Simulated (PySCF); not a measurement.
Harmonic spectrum computed at B3LYP in the def2-TZVP basis family (core potentials from Rb on, PySCF, no spin–orbit coupling):

```
ω (cm⁻¹)  IR (km/mol, summed over degenerate members)  degeneracy
     153                                          266           2
     559                                          0.0           1
     875                                          150           1
```

Task: Which molecule gave it? In each, all ligands are bound to the one heavy central atom.
A. AlF₂ (doublet)
B. GeF₂ (singlet)
C. OF₂ (singlet)
D. SF₂ (singlet)
E. MgF₂ (singlet)

Result: E. It has D∞h symmetry with Mg–F 1.751 Å (×2).
